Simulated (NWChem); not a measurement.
System: SiCl2, singlet; SMILES Cl[Si]Cl

NWChem input:

```
start job
memory heap 200 mb stack 900 mb global 1100 mb
geometry units angstroms noautoz
  Si     0.000000     0.000000     0.932302
  Cl    -1.606640     0.000000    -0.384636
  Cl     1.606640     0.000000    -0.384636
end
basis spherical
  * library def2-svpd
end
dft
  xc xcamb88 1.00 lyp 0.81 vwn_5 0.19 hfexch 1.00
  cam 0.33 cam_alpha 0.19 cam_beta 0.46
  iterations 150
  vectors input atomic output neutral.movecs
end
task dft energy
charge 1
dft
  odft
  mult 2
  vectors input atomic output cation.movecs
end
task dft energy
charge -1
dft
  odft
  mult 2
  vectors input atomic output anion.movecs
end
task dft energy
```

NWChem printed, in part:

```
             Northwest Computational Chemistry Package (NWChem) 7.3.0
             --------------------------------------------------------

 C2V symmetry detected

                             Geometry "geometry" -> ""
                             -------------------------

 Output coordinates in angstroms (scale by  1.889725989 to convert to a.u.)

  No.       Tag          Charge          X              Y              Z
 ---- ---------------- ---------- -------------- -------------- --------------
    1 Si                  14.0000     0.00000000     0.00000000     0.93283108
    2 Cl                  17.0000    -1.60664000     0.00000000    -0.38410692
    3 Cl                  17.0000     1.60664000     0.00000000    -0.38410692

 Effective nuclear repulsion energy (a.u.)     168.8451691659

      Symmetry information
      --------------------

 Group name             C2v
 Group number             16
 Group order               4
 No. of unique centers     2

                                 NWChem DFT Module
                                 -----------------

 Summary of "ao basis" -> "ao basis" (spherical)
 ------------------------------------------------------------------------------
       Tag                 Description            Shells   Functions and Types
 ---------------- ------------------------------  ------  ---------------------
 Si                        def2-svpd                10       24   5s3p2d
 Cl                        def2-svpd                11       27   5s4p2d

      Symmetry analysis of basis
      --------------------------

        a1         31
        a2         10
        b1         24
        b2         13

            General Information
            -------------------
          SCF calculation type: DFT
          Wavefunction type:  closed shell.
          No. of atoms     :     3
          No. of electrons :    48
           Alpha electrons :    24
            Beta electrons :    24
          Charge           :     0
          Spin multiplicity:     1
          Use of symmetry is: on ; symmetry adaption is: on
          Maximum number of iterations: 150
          AO basis - number of functions:    78
                     number of shells:    32
          Convergence on energy requested:  1.00D-06
          Convergence on density requested:  1.00D-05
          Convergence on gradient requested:  5.00D-04

              XC Information
              --------------
                     Hartree-Fock (Exact) Exchange  1.000
                   CAM-Becke88 Exchange Functional  1.000
                      VWN V Correlation Functional  0.190 local
              Lee-Yang-Parr Correlation Functional  0.810

           Range-Separation Parameters
           ---------------------------
           Alpha           :  0.19
           Beta            :  0.46
           Gamma           :  0.33
           Short-Range HF  :     F

             Grid Information
             ----------------
          Grid used for XC integration:  medium
          Radial quadrature: Mura-Knowles
          Angular quadrature: Lebedev.
          Tag              B.-S. Rad. Rad. Pts. Rad. Cut. Ang. Pts.
          ---              ---------- --------- --------- ---------
          Si                  1.10       88          11.0       590
          Cl                  1.00       88          12.0       590
          Grid pruning is: on
          Number of quadrature shells:   176
          Spatial weights used:  Erf1

      Superposition of Atomic Density Guess
      -------------------------------------

 Sum of atomic energies:       -1207.39806144

      Non-variational initial energy
      ------------------------------

 Total energy =   -1207.823001
 1-e energy   =   -2006.650228
 2-e energy   =     629.982058
 HOMO         =      -0.265983
 LUMO         =      -0.041702

      Symmetry analysis of molecular orbitals - initial
      -------------------------------------------------

  Numbering of irreducible representations:

     1 a1          2 a2          3 b1          4 b2

  Orbital symmetries:

     1 b1          2 a1          3 a1          4 a1          5 b1
     6 a1          7 b1          8 a1          9 b2         10 b1
    11 a2         12 a1         13 b1         14 a1         15 b2
    16 a1         17 b1         18 a1         19 b1         20 a1
    21 b2         22 a2         23 b1         24 a1         25 b2
    26 b1         27 a1         28 a1         29 b1         30 a1
    31 b2         32 a1         33 a2         34 b1

   convergence    iter        energy       DeltaE   RMS-Dens  Diis-err
 ---------------- ----- ----------------- --------- --------- ---------
 d= 0,ls=0.0,diis     1  -1209.5675850387 -1.38D+03  1.32D-02  4.33D-01
 d= 0,ls=0.0,diis     2  -1209.5847285875 -1.71D-02  6.48D-03  2.27D-01
 d= 0,ls=0.0,diis     3  -1209.6187277631 -3.40D-02  1.15D-03  1.11D-02
 d= 0,ls=0.0,diis     4  -1209.6203804081 -1.65D-03  1.75D-04  1.56D-04
 d= 0,ls=0.0,diis     5  -1209.6204041842 -2.38D-05  7.78D-05  6.22D-06
  Resetting Diis
 d= 0,ls=0.0,diis     6  -1209.6204067650 -2.58D-06  1.69D-05  3.97D-07
 d= 0,ls=0.0,diis     7  -1209.6204069151 -1.50D-07  4.51D-06  2.75D-08

         Total DFT energy =    -1209.620406915119
      One electron energy =    -2007.376468667586
           Coulomb energy =      706.304955279807
    Exchange-Corr. energy =      -77.394062693203
 Nuclear repulsion energy =      168.845169165864

 Numeric. integr. density =       48.000001081645

                  Occupations of the irreducible representations
                  ----------------------------------------------

                     irrep           alpha         beta
                     --------     --------     --------
                     a1               11.0         11.0
                     a2                2.0          2.0
                     b1                8.0          8.0
                     b2                3.0          3.0

                       DFT Final Molecular Orbital Analysis
                       ------------------------------------

 Vector   22  Occ=2.000000D+00  E=-4.085210D-01  Symmetry=a2
              MO Center= -5.8D-14, -1.2D-17, -3.3D-01, r^2= 3.7D+00
   Bfn.  Coefficient  Atom+Function         Bfn.  Coefficient  Atom+Function
  ----- ------------  ---------------      ----- ------------  ---------------
    37      0.434289  2 Cl py                64     -0.434289  3 Cl py
    34      0.341715  2 Cl py                61     -0.341715  3 Cl py
    31      0.196674  2 Cl py                58     -0.196674  3 Cl py
    40      0.071148  2 Cl py                67     -0.071148  3 Cl py
    15     -0.055123  1 Si d -2

 Vector   23  Occ=2.000000D+00  E=-3.916781D-01  Symmetry=b1
              MO Center= -5.1D-15, -1.0D-16, -3.2D-01, r^2= 3.9D+00
   Bfn.  Coefficient  Atom+Function         Bfn.  Coefficient  Atom+Function
  ----- ------------  ---------------      ----- ------------  ---------------
    36      0.365775  2 Cl px                63      0.365775  3 Cl px
    33      0.289715  2 Cl px                60      0.289715  3 Cl px
    38     -0.259066  2 Cl pz                65      0.259066  3 Cl pz
    35     -0.204818  2 Cl pz                62      0.204818  3 Cl pz
    30      0.165799  2 Cl px                57      0.165799  3 Cl px

 Vector   24  Occ=2.000000D+00  E=-3.354682D-01  Symmetry=a1
              MO Center= -1.9D-15, -3.4D-16,  7.9D-01, r^2= 3.4D+00
   Bfn.  Coefficient  Atom+Function         Bfn.  Coefficient  Atom+Function
  ----- ------------  ---------------      ----- ------------  ---------------
     3      0.502246  1 Si s                  4      0.372719  1 Si s
    38     -0.306869  2 Cl pz                65     -0.306869  3 Cl pz
     2      0.277520  1 Si s                 11      0.256260  1 Si pz
    35     -0.228370  2 Cl pz                62     -0.228370  3 Cl pz
    14      0.200192  1 Si pz                 8     -0.136008  1 Si pz

 Vector   25  Occ=0.000000D+00  E=-6.819516D-02  Symmetry=b2
              MO Center=  1.7D-14,  2.3D-15,  8.2D-01, r^2= 3.2D+00
   Bfn.  Coefficient  Atom+Function         Bfn.  Coefficient  Atom+Function
  ----- ------------  ---------------      ----- ------------  ---------------
    13      0.606801  1 Si py                10      0.424269  1 Si py
    37     -0.232161  2 Cl py                64     -0.232161  3 Cl py
     7     -0.216861  1 Si py                34     -0.152350  2 Cl py
    61     -0.152350  3 Cl py                21      0.108538  1 Si d -1
    31     -0.085070  2 Cl py                58     -0.085070  3 Cl py

 Vector   26  Occ=0.000000D+00  E= 2.872277D-02  Symmetry=b1
              MO Center=  4.7D-15, -5.8D-16,  9.3D-01, r^2= 6.3D+00
   Bfn.  Coefficient  Atom+Function         Bfn.  Coefficient  Atom+Function
  ----- ------------  ---------------      ----- ------------  ---------------
    29      0.409461  2 Cl s                 56     -0.409461  3 Cl s
    23      0.398813  1 Si d  1              12     -0.351301  1 Si px
     9     -0.330799  1 Si px                38     -0.195315  2 Cl pz
    65      0.195315  3 Cl pz                39     -0.191202  2 Cl px
    66     -0.191202  3 Cl px                28     -0.184554  2 Cl s

 Vector   27  Occ=0.000000D+00  E= 3.511793D-02  Symmetry=a1
              MO Center= -5.4D-15,  2.0D-15,  5.3D-01, r^2= 7.2D+00
   Bfn.  Coefficient  Atom+Function         Bfn.  Coefficient  Atom+Function
  ----- ------------  ---------------      ----- ------------  ---------------
     5     -1.044741  1 Si s                  4      1.002531  1 Si s
    29      0.464177  2 Cl s                 56      0.464177  3 Cl s
    14     -0.392263  1 Si pz                 3      0.342126  1 Si s
    28     -0.328859  2 Cl s                 55     -0.328859  3 Cl s
    11     -0.295603  1 Si pz                22     -0.251147  1 Si d  0

     Multipole analysis of the density
     ---------------------------------

[...]
```

Level: CAM-B3LYP/def2-SVPD, vertical spin-unrestricted ions. Low-valent species are run as closed-shell singlets; no triplet was tried in these runs. Coordinates come from a PBE0-D3(BJ)/def2-TZVP optimisation.
